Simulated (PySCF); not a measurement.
# Reading the logs of faulty runs: C2GeH8N

All numbers below are calculated, not measured. They come from PySCF 2.14.0, an open-source quantum chemistry program, on an isolated molecule that a program drew, which may never have been made. The molecule is C2GeH8N (charge 0, doublet), drawn as the SMILES string `[CH2][GeH2][CH2]N`.

Each row is a Hartree-Fock (HF) and frozen-core CCSD(T) single point in the cc-pVDZ basis, meant for a local HF minimum. Run 1 is clean. Each other run has one planted mistake out of seven kinds, and not every kind appears here: one electron removed, one electron added, multiplicity raised by two, geometry at a saddle point, minimal basis STO-3G, one bond length entered in bohr, all coordinates scaled. The reference is restricted for singlets and unrestricted otherwise, and also for a bond in bohr. Adding or removing an electron swaps singlet and doublet. Electrons count all cores. HOMO and LUMO are orbital energies over both spins, the gradient is its largest component, and the lowest frequency (negative if imaginary) is given only where the gradient is small. Bond lengths are over the 11 bonds as drawn. T1 is the CCSD diagnostic: over 0.02 (restricted) or 0.045 (unrestricted) a single reference is doubtful. Germanium has the cc-pVDZ-PP basis, with a core potential (ECP10MDF) in place of its 10 inner electrons, and its 3s, 3p and 3d shells are frozen in CCSD(T).

Geometry of the clean run:
```xyz
12
C2GeH8N, angstrom
C    -0.4610   -2.2840    0.7799
Ge    1.1512   -1.3836    0.1757
C     1.6135    0.1124    1.3905
N     0.6157    1.1741    1.5035
H    -1.3410   -2.3929    0.1532
H    -0.5269   -2.7523    1.7585
H     0.8892   -0.8305   -1.2359
H     2.3130   -2.3908    0.1023
H     2.5576    0.5520    1.0599
H     1.8071   -0.2933    2.3869
H    -0.2647    0.7973    1.8126
H     0.4398    1.5880    0.6032
```

```
run  electrons  basis functions  <S^2>  HOMO (eV)  LUMO (eV)  gradient (hartree/bohr)  lowest frequency (cm^-1)  mean bond (Å)  longest bond (Å)      T1  HF (hartree)  CCSD(T) (hartree)                     mistake
  1         59              105  0.763      -9.37       2.60                  3.4e-06                        59         1.3487             1.982  0.0107    -428.16230         -428.76989                    no fault
  2         59              105  3.775      -2.24       0.68                  6.5e-02                         -         1.3487             1.982  0.0291    -427.94189         -428.53852  multiplicity raised by two
  3         59              105  0.761      -9.32       2.60                  2.0e-02                         -         1.3190             1.938  0.0105    -428.15671         -428.75955      all coordinates scaled
  4         58              105  0.000     -14.19      -6.64                  4.2e-02                         -         1.3487             1.982  0.0856    -427.85412         -428.47154        one electron removed
  5         60              105  0.000      -0.50       9.18                  6.4e-02                         -         1.3487             1.982  0.0130    -428.11249         -428.76183          one electron added
  6         59              105  1.555      -8.11       1.49                  7.4e-03                         -         1.5058             3.672  0.0252    -428.04041         -428.62750                           ?
```

**Which mistake was planted in run 6, and what did it cost?**

The mean bond changes by a factor of 1.116 and the longest by 1.853, so the molecule wasn't scaled as a whole. A length L in bohr read as angstrom grows by (1/0.5292 - 1) L = 0.890 L. The 11 bonds together grew by 11 x 0.1571 = 1.728 Å, which gives L = 1.942 Å. That is bond C1-Ge2, 1.943 Å in the clean geometry. So the mistake is: one bond length entered in bohr. Subtracting run 1 and multiplying by 627.51 kcal/mol a hartree, the energy moved by 76.5 kcal/mol in HF and 89.4 kcal/mol in CCSD(T).

Cautions from the logs. Run 4: T1 is over the limit, so its CCSD(T) energy is less reliable; run 5: the added electron raises the CCSD(T) energy, so it isn't bound in this basis.
